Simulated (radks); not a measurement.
Values are calculated unless marked as measured or tabulated.
Co+, 26 electrons, occupied as [Ne] 3s2 3p5 3d8 4p1 (not the ground configuration).

Level of theory: non-relativistic Kohn-Sham, LDA (Slater exchange, VWN5 correlation), spin-polarised, spherical densities, point nucleus; open shells are filled with parallel spins first (a radial shooting solver on a logarithmic mesh with Libxc functionals).

Energy parts (eV):
part                      energy
total                 -37486.051
kinetic                37442.933
electron-nucleus      -89127.156
Hartree                15726.905
exchange-correlation   -1528.734

Orbitals (lengths in bohr, moments of r in powers of bohr):
| orbital | occ. | eigenvalue (eV) | <r^4> |
|---|---|---|---|
| 1s up | 1 | -7515.345 | 0.00004832 |
| 1s down | 1 | -7514.749 | 0.00004831 |
| 2s up | 1 | -893.4888 | 0.01092 |
| 2s down | 1 | -891.8059 | 0.01087 |
| 2p up | 3 | -778.7961 | 0.008012 |
| 2p down | 3 | -777.2510 | 0.007969 |
| 3s up | 1 | -112.2800 | 0.8116 |
| 3s down | 1 | -108.6136 | 0.8305 |
| 3p up | 3 | -77.8429 | 1.088 |
| 3p down | 2 | -74.2750 | 1.129 |
| 3d up | 5 | -21.0389 | 4.549 |
| 3d down | 3 | -17.9084 | 5.553 |
| 4s up | 0 | -14.4055 | 90.17 |
| 4s down | 0 | -12.9985 | 101.0 |
| 4p up | 1 | -8.9298 | 221.9 |
| 4p down | 0 | -7.7545 | 279.2 |
| 4d up | 0 | -3.1318 | 2132 |
| 4d down | 0 | -2.6605 | 3442 |

The highest occupied level is 4p up at -8.930 eV. The configuration is held as typed, so some empty levels lie below it. The density falls to 0.001 e/bohr^3 at r = 4.09 bohr. The spin density at the nucleus is -0.4727 e/bohr^3 (1s -0.4941, 2s -0.8621, 3s 0.8835), a Fermi contact field of -24.8 T. Summed over all electrons, <r^2> = 28.44 bohr^2, which gives a Langevin (diamagnetic) susceptibility term of -22.5 x 10^-6 cm^3/mol. Virial ratio -V/T = 2.00115. Spin moment in Bohr magnetons: 4. The electron density at the nucleus is 1.331e+04 e/bohr^3.
